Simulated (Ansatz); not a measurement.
Consider the ligand exchange at a B–Te bond: `CC(C)[Te]B(O)O` + `[OH][GeH3]` → `OB(O)[O][GeH3]` + `CC(C)[TeH]`.

Computed with Ansatz on PBE0-D4/def2-TZVP structures; ΔE is electronic, products minus reactants. CCSD(T)/CBS is the MP2 limit (def2-TZVPP, def2-QZVPP) plus CCSD(T) − MP2 in def2-TZVPP, frozen cores. DFT in def2-TZVPP. HSE06 is defined as in plane-wave codes. def2 core potentials past Kr. For Ge, Te outer-core shells are correlated without core-valence functions, which leaves a few kJ/mol of doubt a bond. Scalar relativity is left out up to krypton. Each species was taken in one conformer, which may not be the lowest.

CCSD(T)/CBS gives -90.5 kJ/mol.

(1) Another level gave -81.0 kJ/mol. Which?
A. ωB97M-V/def2-TZVPP
B. PBE-D4/def2-TZVPP
C. HSE06/def2-TZVPP
D. BHLYP/def2-TZVPP

Largest T1 diagnostic among the species: 0.012.

## Answers

(1) B. PBE-D4 -81.0, HSE06 -91.0, ωB97M-V -97.1, BHLYP -110.9 kJ/mol.

At CCSD(T), def2-SVP lies −23.6 kJ/mol from the extrapolated value and def2-TZVPP −5.7 kJ/mol. Leaving LDA and LC-ωPBE aside and taking each functional with its dispersion term where it has one, the values, not all of them listed here, spread over 25.8 kJ/mol, from BHLYP-D4 to revPBE-D4. LDA lies −6.5 kJ/mol from PBE without D4.
